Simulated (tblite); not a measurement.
Isomers of C6H12NOP. Level: GFN2-xTB in tblite, geometry and Hessian alike; calculated harmonic values, unscaled, isolated species. The method is semi-empirical: single wavenumbers can be off by several per cent or more. One conformer each.

Electronic energies: GFN2-xTB at the same geometries; isomer energies are rough at this level and their order can be wrong.

```csv
SMILES,"electronic energy, lowest = 0 (kJ/mol)"
CC[P@@](C)(=O)CCC#N,0.0
CNP1CCC(=O)CC1,36.5
CCN(C)P1C=C1OC,224.2
```

Question: How do GFN2-xTB zero-point energies change the relative energies?

Answer: 
```
             SMILES  ZPE (kJ/mol)  of it from modes above 1550 cm⁻¹  electronic (kJ/mol)  with ZPE, lowest = 0 (kJ/mol)  lowest mode (cm⁻¹)  rings
CC[P@@](C)(=O)CCC#N         445.5                             229.2                  0.0                            0.0                  25      0
     CNP1CCC(=O)CC1         456.7                             225.8                 36.5                           47.7                  63      1
     CCN(C)P1C=C1OC         446.5                             225.5                224.2                          225.3                  14      1
```

The zero-point energies span 11.2 kJ/mol, from `CC[P@@](C)(=O)CCC#N` to `CNP1CCC(=O)CC1`. The order is unchanged.
